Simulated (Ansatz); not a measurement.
Molecule: CH5OSi, charge 0, multiplicity 2. It need not be the lowest isomer of its formula. 
Geometry from a B3LYP-D3(BJ)/def2-TZVP (Ansatz, an electronic-structure program) optimisation:
```
O
C 1 1.3569
H 2 1.0793 1 115.29
H 2 1.0837 3 121.83 1 157.45
Si 1 1.6618 2 124.91 3 -176.50
H 5 1.4741 1 105.80 2 -170.69
H 5 1.4806 6 110.79 1 119.71
H 5 1.4825 6 111.05 7 121.28
```
Charge 0, spin multiplicity 2.

Property: atomisation energy (electronic, to ground-state atoms), in kcal/mol. Valence correlation only, unless marked. UHF or UKS for open shells. Spin-orbit coupling is left out. Non-relativistic. The coupled-cluster limit lacks core correlation, which all-electron functionals hold. Basis-set limits of correlation are two-point, X^-3; Hartree-Fock from the larger set (for Q and 5 zeta extrapolated as (X+1)exp(-9√X)). The bracket is a focal-point correction in the basis named.

```
level                                                                             program  atomisation energy (kcal/mol)
-------------------------------------------------------------------------  --------------  -----------------------------
HF/6-31G*                                                                          Ansatz                          463.6
HF/cc-pV(5+d)Z                                                                     Ansatz                          476.9
BLYP-D3(BJ)/def2-TZVPD                                                     Ansatz + dftd3                          638.6
revPBE/def2-TZVPD                                                                  Ansatz                          621.3
RPA@PBE/cc-pV(T+d)Z                                                                Ansatz                          597.3
RPA@PBE/cc-pV(Q+d)Z                                                                Ansatz                          606.7
MP2/cc-pV(Q+d)Z                                                                    Ansatz                          638.2
CCSD(T)/aug-cc-pV(T+d)Z                                                            Ansatz                          626.4
RI-MP2/CBS(aug-cc-pV(T+d)Z,aug-cc-pV(Q+d)Z)+[CCSD(T)-MP2]/aug-cc-pV(Q+d)Z          Ansatz                          640.6
CCSD(T)/CBS(cc-pV(Q+d)Z,cc-pV(5+d)Z)                                               Ansatz                          639.8
```
